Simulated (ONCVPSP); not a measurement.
**osmium (Os): one change to an ONCV potential, before and after**

Os (Z = 76), optimised norm-conserving Vanderbilt (ONCV), made with ONCVPSP 4.0.1 (PBEsol, scalar-relativistic). Core [Xe] 4f14, reference 5d6 6s1 6p1. Waves: 6s: rc 2.15 bohr, ncon 4, nbas 8, qcut 2.5 1/bohr, 3 projectors, debl 1 Ha; 6p: rc 3.10 bohr, ncon 4, nbas 8, qcut 2.8 1/bohr, 3 projectors, debl 3.1 Ha; 5d: rc 1.65 bohr, ncon 4, nbas 8, qcut 6.4 1/bohr, 1 projector. Local part: polynomial inside 1.20 bohr (lpopt 5, dvloc0 0 Ha). Core correction: none.

All-electron outer shells of the reference configuration (PBEsol, scalar-relativistic, ld1.x):

```
shell  level (eV)  outermost node (bohr)  outermost maximum (bohr)
   4f      -53.81                      –                      0.40
   5p      -52.67                   0.55                      1.03
   5d       -7.94                   0.60                      1.36
   6s       -7.40                   1.20                      2.45
   6p       -2.12                   1.43                      3.38
```

Change: d: qcut 4.9.

Cutoffs: the cutoffs (Ha) at which the residual kinetic energy of the hardest occupied pseudo-wave falls to 1 and 0.1 mHa per electron; they do not see the model core or the augmentation charge, which bear on the density cutoff. Errors are all-electron minus pseudo energies relative to the spin-unpolarised reference configuration.

**Question.** What does the change do?

**Answer.** The potential gets harder (16 Ha and 20 Ha → 37 Ha and 80 Ha); both files keep a bound ghost (s); of the 3 tests that both files solve, the error grows in 0 and shrinks in 1 by more than 15 % and 0.3 meV (median size 5.1 → 5.0 meV).

```tsv
quantity	base	changed
cutoff, loose	16 Ha	37 Ha
cutoff, tight	20 Ha	80 Ha
loose cutoff by channel	s 5.5 Ha, p 2.5 Ha, d 16 Ha	s 5.5 Ha, p 2.5 Ha, d 37 Ha
bound ghosts	s	s
GHOST(+) flags under 300 eV	p at 50.2 eV, s at 262.3 eV	p at 50.2 eV, s at 262.3 eV
tests with a reliable result	3 of 4	3 of 4
error for 5d6 6s2 6p0, meV [ΔE -5.12 eV]	+0.8	+1.0
error for 5d6 6s1 6p0, meV [ΔE 4.50 eV]	-5.1	-5.0
error for 5d6 6s0 6p0, meV [ΔE 21.44 eV]	-8.1	-6.7
s: phases at 2.18 bohr within 0.05 rad from the reference energy up to (Ha; the scan ends near 5)	4.8	4.8
p: phases at 3.14 bohr within 0.05 rad from the reference energy up to (Ha; the scan ends near 5)	1.5	1.5
d: phases at 1.68 bohr within 0.05 rad from the reference energy up to (Ha; the scan ends near 5)	3.0	3.5
```

Base: The cutoffs count occupied waves only; projector 3 of the s channel, the hardest unoccupied one, needs 42 Ha at the loose tolerance. A true bound ghost makes a file unfit for plane-wave use even where its test errors are small: the radial tests pick states by their node count and pass the ghost by.
